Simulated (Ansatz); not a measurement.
```xyz
5

F    -0.715   -1.141   -1.727
Al   -0.299   -0.152   -0.490
S     1.188   -0.845    0.909
Br   -1.284    1.846   -0.315
H     1.109    0.293    1.623
```

Total charge 0; spin multiplicity 1.

(1) List the PBE/def2-TZVPP orbital energies in eV (the Gaussian-basis code of Ansatz). (Estimate.)

Results:

(1) Computed: Occupied: -13089.22, -2396.24, -1682.36, -1516.72, -1516.67, -1516.67, -1508.30, -659.54, -229.15, -209.21, -171.27, -171.14, -171.12, -155.35, -155.25, -155.16, -108.49, -70.55, -70.41, -70.38, -67.95, -67.92, -67.90, -67.80, -67.80, -28.87, -19.55, -18.45, -11.64, -10.65, -10.01, -9.95, -9.72, -8.37, -7.95, -7.67, -7.05. Lowest empty: -1.98, -1.53, -0.83, 0.27, 1.32, 2.30, 2.94, 3.22.
